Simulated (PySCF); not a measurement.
A geometry optimisation on `O=C(O)c1cccc(Br)c1` (3-bromobenzoic acid).

Method: PBE0-D3(BJ)/def2-SVP geometry optimisation, gas phase (PySCF 2.14.0). Start geometry: GFN2-xTB. A driver script takes a list of jobs; this job's settings line and coordinates (Å) are shown.

Input:
```
{"job": {"xc": "PBE0", "basis": "def2-SVP", "d3": "d3bj", "grid": 2, "kind": "geom"}, "charge": 0, "multiplicity": 1}
O      2.810743    -1.030474    -0.246734
C      2.112224    -0.054680    -0.143201
O      2.614542     1.186439    -0.104216
C      0.632497    -0.091925    -0.047450
C     -0.005607    -1.329998    -0.076247
C     -1.383534    -1.399293     0.009763
C     -2.134933    -0.241256     0.125143
C     -1.488202     0.984438     0.152033
Br    -2.518381     2.578511     0.309206
C     -0.111971     1.078122     0.067314
H      3.581699     1.154280    -0.170549
H      0.597624    -2.220281    -0.165965
H     -1.881167    -2.356350    -0.012837
H     -3.211076    -0.286722     0.192874
H      0.381127     2.037180     0.088955
```

Question: Give the output.

Answer: 
```
step   0  E = -2993.01123671  max force = 0.012070
step   1  E = -2993.01200310  max force = 0.002248
step   2  E = -2993.01230862  max force = 0.004082
step   3  E = -2993.01229281  max force = 0.003962
step   4  E = -2993.01243418  max force = 0.003164
step   5  E = -2993.01246709  max force = 0.001104
step   6  E = -2993.01248259  max force = 0.000582
step   7  E = -2993.01248668  max force = 0.000950
step   8  E = -2993.01249089  max force = 0.000278
optimisation converged
```

Energies in Eh; «max force» is the largest Cartesian gradient component in Eh/bohr.

Question: Give the first gradient maximum in eV/Å.

Answer: With 1 Eh/bohr = 51.422 eV/Å, 0.621 eV/Å.

Question: How much energy does the optimisation release, in kJ/mol?

Answer: E(step 0) − E(last step) = 0.001254 Eh, which is 3.3 kJ/mol.

Summary of the converged run: final energy -2993.01249 Eh after 8 steps; dipole 0.29 D.

Hardware: Arm Neoverse V1, one thread, no GPU, on a shared host. Cost: 2.8 min, 0.96 GiB resident at most.
Labels such as C1 count atoms from 1, the log's own numbers from 0.
